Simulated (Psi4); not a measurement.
A dimer, HBr ··· BF3 (SMILES Br and FB(F)F); the first 2 atoms form monomer A.

```
6

Br     0.7124     0.0000     0.0000
H     -0.7124     0.0000     0.0000
F     -2.9668     0.1124    -0.0473
B     -4.2738     0.2483    -0.1120
F     -5.0568    -0.6165     0.4963
F     -4.7979     1.2497    -0.7849
```

**Question.** What interaction energy does SAPT0/jun-cc-pVDZ, frozen core run with Psi4 give, and which attractive term is the largest?

**Answer.** Total -4.48 kJ/mol: electrostatics -6.94, exchange 6.93, induction -1.59, dispersion -2.88. The most attractive term is electrostatics.
